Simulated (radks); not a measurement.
The numbers below are computed, except where a source is named.
Numerical settings for the sulfur ion S3+, [Ne] 3s2 3p1. Level of theory: Dirac Kohn-Sham, PBE, spin-unpolarised, spherical densities, finite nucleus; open shells fill j = l - 1/2 first; Fermi nuclear charge, rms radius 3.2611 fm (a radial shooting solver on a logarithmic mesh with Libxc functionals). The defaults (mesh step 0.008 in ln r, mesh end at 40 bohr or more with all orbitals vanishing there, Anderson mixing 0.5 over 9 steps, residual threshold near 1e-9 with the energy settled to 1e-9 hartree or 1e-11 of itself, here a cap of 68 iterations) give E = -396.5473 hartree and 3p1/2 at -40.349 eV in 15 iterations. Run on one thread of a shared host, so times are rough (Intel(R) Xeon(R) 6975P-C): 0.05 s of CPU time, 0.05 s wall, 15 iterations on 2189 mesh points. Changes against that run (0 stands for a change within the tolerance of the run):

[
 {"setting": "mesh step in ln r 0.02", "iterations": "15", "converged": "yes", "E (mhartree)": "0", "e(3p1/2) (meV)": "0", "CPU (s)": "0.02"},
 {"setting": "mesh step in ln r 0.2", "iterations": "68", "converged": "no", "E (mhartree)": "-2.03e+06", "e(3p1/2) (meV)": "-", "CPU (s)": "0.07"},
 {"setting": "mesh step in ln r 0.005", "iterations": "15", "converged": "yes", "E (mhartree)": "0", "e(3p1/2) (meV)": "0", "CPU (s)": "0.08"},
 {"setting": "mesh end (bohr) 12", "iterations": "15", "converged": "yes", "E (mhartree)": "0", "e(3p1/2) (meV)": "0", "CPU (s)": "0.05"},
 {"setting": "mesh end (bohr) 2", "iterations": "14", "converged": "yes", "E (mhartree)": "+2.39e+03", "e(3p1/2) (meV)": "+3.2e+04", "CPU (s)": "0.04"},
 {"setting": "residual threshold 0.001", "iterations": "8", "converged": "yes", "E (mhartree)": "0", "e(3p1/2) (meV)": "+0.079", "CPU (s)": "0.03"},
 {"setting": "residual threshold 1e-16", "iterations": "68", "converged": "no", "E (mhartree)": "0", "e(3p1/2) (meV)": "0", "CPU (s)": "0.12"},
 {"setting": "mixing 0.05", "iterations": "19", "converged": "yes", "E (mhartree)": "0", "e(3p1/2) (meV)": "0", "CPU (s)": "0.06"},
 {"setting": "linear mixing, mixing 0.5", "iterations": "30", "converged": "yes", "E (mhartree)": "0", "e(3p1/2) (meV)": "0", "CPU (s)": "0.08"},
 {"setting": "linear mixing, mixing 0.2", "iterations": "68", "converged": "no", "E (mhartree)": "0", "e(3p1/2) (meV)": "0", "CPU (s)": "0.15"},
 {"setting": "mixing history 2", "iterations": "20", "converged": "yes", "E (mhartree)": "0", "e(3p1/2) (meV)": "0", "CPU (s)": "0.06"},
 {"setting": "iteration cap 3", "iterations": "3", "converged": "no", "E (mhartree)": "+2.05", "e(3p1/2) (meV)": "-759", "CPU (s)": "0.01"}
]

Settings that end as converged yet miss the energy by more than 1 mhartree: mesh end (bohr) 2 (+2.39 hartree). A mesh that ends early acts as a hard wall.
